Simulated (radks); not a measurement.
Neutral europium inside a hard spherical wall (all orbitals vanish at R), configuration held at [Xe] 4f7 6s2 and not refilled when levels cross. Method: scalar-relativistic Kohn-Sham, PBE, spin-polarised, spherical densities, finite nucleus; open shells are filled with parallel spins first (spin-orbit coupling, left out, can overturn this in heavy ions); Fermi nuclear charge, rms radius 5.1115 fm; computed with a radial shooting solver on a logarithmic mesh with Libxc functionals. Eigenvalues in eV for spin up, with the zero of energy where the potential of the charges vanishes at infinity; a dash marks a level that is unbound or too diffuse for the functional's potential to be trusted. A positive occupied level is held by the wall or, in an anion where self-interaction has pushed it up, behind a barrier. The pressure on the wall is -dE/dV.

\begin{tabular}{lrrrrrrrrr}
R (bohr) & E (hartree) & kinetic (hartree) & e(5s) & e(5p) & e(4f) & e(6s) & e(5d, empty) & e(6p, empty) & pressure (GPa) \\ \hline
free & -10843.6049 & 11615.466 & -45.688 & -24.553 & -4.101 & -3.723 & -1.792 & -1.237 & 0 \\
20 & -10843.6049 & 11615.466 & -45.688 & -24.553 & -4.101 & -3.722 & -1.792 & -1.236 & < 0.0001 \\
12 & -10843.6044 & 11615.472 & -45.642 & -24.508 & -4.056 & -3.689 & -1.750 & -1.125 & 0.00799 \\
8 & -10843.5839 & 11615.599 & -44.912 & -23.790 & -3.335 & -3.037 & -1.085 & 0.121 & 0.689 \\
5 & -10843.2725 & 11616.842 & -41.398 & -20.428 & 0.263 & 2.652 & 2.761 & 8.924 & 31.2 \\
3 & -10839.7828 & 11629.794 & -27.302 & -6.074 & 16.906 & 44.923 & 22.986 & 62.395 & 1540 \\
2.5 & -10834.8004 & 11646.970 & -13.929 & 9.193 & 32.364 & 91.762 & 44.005 & 115.94 & 5920 \\
1.5 & -10767.3334 & 11849.696 & 129.97 & 175.44 & 141.06 & 519.74 & 246.01 & 570.33 & 212000 \\
\end{tabular}
